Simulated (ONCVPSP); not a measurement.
# How hard is this chromium ONCV potential?

- Element: chromium
- Generator: ONCVPSP 4.0.1
- Type: optimised norm-conserving Vanderbilt (ONCV)
- Functional: PBEsol
- Relativity: scalar-relativistic
- Frozen core: [Ar]
- Valence charge: 6
- Reference configuration: 3d5 4s1
- Partial waves: 4s: rc 2.90 bohr, ncon 5, nbas 9, qcut 2.7 1/bohr, 2 projectors, debl 3 Ha; p scattering state at 0.21 Ha: rc 3.15 bohr, ncon 4, nbas 7, qcut 2.1 1/bohr, 2 projectors, debl 2.1 Ha; 3d: rc 1.10 bohr, ncon 4, nbas 8, qcut 10.2 1/bohr, local; f scattering state at 0.29 Ha: rc 2.70 bohr, ncon 3, nbas 7, qcut 4.3 1/bohr, 2 projectors, debl 3.7 Ha
- Local potential: the d channel
- Core correction: Teter function, fcfact 4.25, rcfact 1.25

In the p channel the program set the typed energies aside and used 0.050, 2.150 Ha.

For each optimised wave give the share of its norm inside rc, the residual kinetic energy above qcut (Ha) and the cutoffs (Ha) for errors of 10, 1, 0.1 and 0.01 mHa per electron.

```tsv
wave	norm inside rc	residual KE	10 mHa	1 mHa	0.1 mHa	0.01 mHa
4s	0.401	3.2e-04	1.7	3.0	7.2	23.5
s projector 2	0.200	2.2e-01	13.1	30.7	35.5	38.6
p projector 1	0.459	5.7e-04	0.8	1.7	9.8	13.8
p projector 2	0.195	2.1e-01	4.5	11.7	18.7	21.5
3d	0.422	1.9e-03	43.9	69.5	186.4	257.2
f projector 1	0.014	3.2e-07	0.8	1.7	4.1	6.4
f projector 2	0.236	2.3e-02	11.6	37.0	61.4	not reached
```

The occupied waves need 69 Ha and 186 Ha for 1 and 0.1 mHa. Note: ghosts flagged at negative energy: s at -83.3 eV, p at -28.4 eV (a further GHOST(-) flag falls on a real empty level of the atom); GHOST(+) flagged for s at 117.3 eV. A true bound ghost makes a file unfit for plane-wave use. 1 of 4 tests not solved or not reliable.
